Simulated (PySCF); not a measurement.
H3BO3, charge -1, doublet, at a GFN2-xTB geometry (a state made from the parent by changing its charge; the spin is typed, not shown lowest) (in this run its highest filled SCF level lies above zero, so its values depend strongly on the basis, on diffuse functions most of all); PBE0/def2-SV(P) (PySCF).

Here is a job for PySCF.
```python
from pyscf import gto, scf, dft

mol = gto.Mole()
mol.atom = '''
    O    -1.02710000   -0.97157949    0.23933156
    B    -0.04418287   -0.05777999   -0.49715941
    O    -0.33824859    1.39013744   -0.09636642
    O     1.37451978   -0.40656437   -0.03976810
    H    -1.57434854   -0.37184719    0.74838219
    H     0.46777879    1.68845498    0.32744822
    H     1.25411462   -1.12365654    0.58439034
'''
mol.basis = 'def2-sv(p)'
mol.charge = -1
mol.spin = 1
mol.verbose = 4
mol.build()

mf = dft.UKS(mol)
mf.xc = 'pbe0'
mf.kernel()
```

What the program printed (banner, timings and long lists left out):

```
PySCF version 2.14.0

[INPUT] verbose = 4
[INPUT] num. atoms = 7
[INPUT] num. electrons = 33
[INPUT] charge = -1
[INPUT] spin (= nelec alpha-beta = 2S) = 1
[INPUT] symmetry False subgroup None
[INPUT] Mole.unit = angstrom
[INPUT] Symbol           X                Y                Z      unit          X                Y                Z       unit  Magmom
[INPUT]  1 O     -1.027100000000  -0.971579490000   0.239331560000 AA   -1.940937702541  -1.836019144345   0.452271101365 Bohr   0.0
[INPUT]  2 B     -0.044182870000  -0.057779990000  -0.497159410000 AA   -0.083493523697  -0.109188356580  -0.939495125150 Bohr   0.0
[INPUT]  3 O     -0.338248590000   1.390137440000  -0.096366420000 AA   -0.639197197120   2.626979037104  -0.182106141405 Bohr   0.0
[INPUT]  4 O      1.374519780000  -0.406564370000  -0.039768100000 AA    2.597465936997  -0.768295311306  -0.075150817494 Bohr   0.0
[INPUT]  5 H     -1.574348540000  -0.371847190000   0.748382190000 AA   -2.975087565209  -0.702689349289   1.414237375602 Bohr   0.0
[INPUT]  6 H      0.467778790000   1.688454980000   0.327448220000 AA    0.883973799980   3.190717485858   0.618787455776 Bohr   0.0
[INPUT]  7 H      1.254114620000  -1.123656540000   0.584390340000 AA    2.369933160613  -2.123403118676   1.104337692441 Bohr   0.0

nuclear repulsion = 109.821904663345
number of shells = 30
number of NR pGTOs = 108
number of NR cGTOs = 62
basis = def2-sv(p)
ecp = {}

******** <class 'pyscf.dft.uks.UKS'> ********
method = UKS
initial guess = minao
damping factor = 0
level_shift factor = 0
DIIS = <class 'pyscf.scf.diis.CDIIS'>
diis_start_cycle = 1
diis_space = 8
diis_damp = 0
SCF conv_tol = 1e-09
SCF conv_tol_grad = None
SCF max_cycles = 50
direct_scf = True
direct_scf_tol = 1e-13
number electrons alpha = 17  beta = 16
XC library pyscf.dft.libxc version 7.1.2
    S. Lehtola, C. Steigemann, M. J. T. Oliveira, and M. A. L. Marques,  SoftwareX 7, 1–5 (2018)
XC functionals = pbe0
    C. Adamo and V. Barone,  J. Chem. Phys. 110, 6158 (1999)
    M. Ernzerhof and G. E. Scuseria,  J. Chem. Phys. 110, 5029 (1999)
radial grids:
    Treutler-Ahlrichs [JCP 102, 346 (1995); DOI:10.1063/1.469408] (M4) radial grids

becke partition: Becke, JCP 88, 2547 (1988); DOI:10.1063/1.454033
pruning grids: <function nwchem_prune>
grids dens level: 3
symmetrized grids: False
atomic radii adjust function: <function treutler_atomic_radii_adjust>
small_rho_cutoff = 0
Set gradient conv threshold to 3.16228e-05
tot grids = 85720
init E= -251.975246714065

cycle= 1 E= -251.645460357279  delta_E= 0.33  |g|= 0.792  |ddm|=  1.9
cycle= 2 E= -251.439765449983  delta_E= 0.206  |g|= 1.09  |ddm|= 1.56
cycle= 3 E= -251.888068900852  delta_E= -0.448  |g|= 0.0474  |ddm|= 0.911
cycle= 4 E= -251.889114215117  delta_E= -0.00105  |g|= 0.0176  |ddm|= 0.101
cycle= 5 E= -251.889293508155  delta_E= -0.000179  |g|= 0.00243  |ddm|= 0.0274
cycle= 6 E= -251.88929799815  delta_E= -4.49e-06  |g|= 0.000532  |ddm|= 0.00599
cycle= 7 E= -251.889298544889  delta_E= -5.47e-07  |g|= 0.000162  |ddm|= 0.00268
cycle= 8 E= -251.889298580074  delta_E= -3.52e-08  |g|= 3.96e-05  |ddm|= 0.000595
cycle= 9 E= -251.889298581739  delta_E= -1.67e-09  |g|= 7.93e-06  |ddm|= 0.000103
cycle= 10 E= -251.889298581805  delta_E= -6.54e-11  |g|= 2.53e-06  |ddm|= 2.87e-05
Extra cycle  E= -251.889298581806  delta_E= -1.71e-12  |g|= 3.2e-06  |ddm|= 5.88e-06
converged SCF energy = -251.889298581806  <S^2> = 0.75209777  2S+1 = 2.0020967
```
